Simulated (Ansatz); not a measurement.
`[NH2][In]([F])[SH]` and `[F][In]([SH])[Br]` differ in one atom or group.

Ansatz, PBE0-D4/def2-TZVP geometries, multiplicity 1. Each molecule was computed in one conformer, which needn't be the lowest.

Elements past krypton have def2 core potentials. Scalar relativity is left out up to krypton. Spin–orbit coupling is left out; it splits and shifts lone-pair levels of the heavy atoms by tenths of an eV.

```csv
property,`[NH2][In]([F])[SH]`
LUMO energy (PBE0/def2-TZVPP) / eV,-1.69
HOMO–LUMO gap (ωB97M-V/def2-TZVPP) / eV,10.10
size of the dipole moment (ωB97M-V/def2-TZVPP) / D,2.46
size of the dipole moment (PBE/def2-TZVPP) / D,2.39
HOMO energy (PBE0/def2-TZVPP) / eV,-7.71
HOMO–LUMO gap (PBE/def2-TZVPP) / eV,3.82
```

(1) What does the change do to each property? (An estimate is asked.)

Answers

(1) Computed: 
```tsv
property	`[F][In]([SH])[Br]`	shift
LUMO energy (PBE0/def2-TZVPP) / eV	-2.59	-0.90
HOMO–LUMO gap (ωB97M-V/def2-TZVPP) / eV	9.86	-0.24
size of the dipole moment (ωB97M-V/def2-TZVPP) / D	2.39	-0.07
size of the dipole moment (PBE/def2-TZVPP) / D	2.35	-0.04
HOMO energy (PBE0/def2-TZVPP) / eV	-8.34	-0.63
HOMO–LUMO gap (PBE/def2-TZVPP) / eV	3.66	-0.16
```

With PBE0 the HOMO falls by 0.63 eV and the LUMO falls by 0.90 eV, so the gap narrows by about 0.27 eV. PBE moves the HOMO by -0.71 eV and ωB97M-V by -0.58 eV. Dipoles are sizes alone; their direction can turn.
